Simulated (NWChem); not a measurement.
System: H3O2 cation; SMILES O[OH2+]

Here is an NWChem input.

```
start job
memory heap 200 mb stack 900 mb global 1100 mb
charge 1
geometry units angstroms noautoz
  O     -0.001549     0.804195    -0.118734
  O      0.001097    -0.640962     0.083622
  H      0.012612     1.107991     0.829942
  H      0.809011    -0.975738    -0.403286
  H     -0.819396    -0.975496    -0.381934
end
basis spherical
  * library def2-svp
end
dft
  xc rpbe cpbe96
  iterations 150
  mulliken
end
task dft energy
```

Structure relaxed at the PBE-D3(BJ)/def2-SVP level.

Predict the main results of this run. (RPBE/def2-SVP.) Quantities: energy (Ha); highest occupied level (eV); orbital gap (eV).


- energy (Ha): -151.69
- highest occupied level (eV): -15.09
- orbital gap (eV): 4.96
